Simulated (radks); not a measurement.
Effect of the nuclear size on neutral cadmium, [Kr] 4d10 5s2. Method: Dirac Kohn-Sham, relativistic LDA (MacDonald-Vosko exchange, VWN5 correlation), spin-unpolarised, spherical densities, finite nucleus; Fermi nuclear charge, rms radius 4.6087 fm; computed with a radial shooting solver on a logarithmic mesh with Libxc functionals. The rms radius is varied about that value; shifts are against it.

| rms radius (fm) | total energy shift (eV) | density at nucleus (e/bohr^3) | 1s1/2 shift (meV) | 2s1/2 shift (meV) | 4s1/2 shift (meV) | 4p1/2 shift (meV) | 5s1/2 shift (meV) |
|---|---|---|---|---|---|---|---|
| 3.9773 | -0.820 | 1.61e+05 | -343 | -38.7 | -1.36 | 0.133 | -0.064 |
| 4.3368 | -0.366 | 1.591e+05 | -153 | -17.2 | -0.607 | 0.059 | -0.029 |
| 4.6087 | 0 | 1.577e+05 | 0.000 | 0.000 | 0.000 | 0.000 | 0.000 |
| 5.0327 | 0.609 | 1.558e+05 | 255 | 28.7 | 1.01 | -0.099 | 0.048 |
| 5.2539 | 0.945 | 1.548e+05 | 395 | 44.5 | 1.57 | -0.153 | 0.074 |

Slopes of the eigenvalues against <r^2> in GHz/fm^2, as finite differences over the two radii next to the reference (eigenvalue slopes, not the field-shift constants of lines): 1s1/2 15100, 2s1/2 1700, 4s1/2 59.9, 4p1/2 -5.86, 5s1/2 2.83.
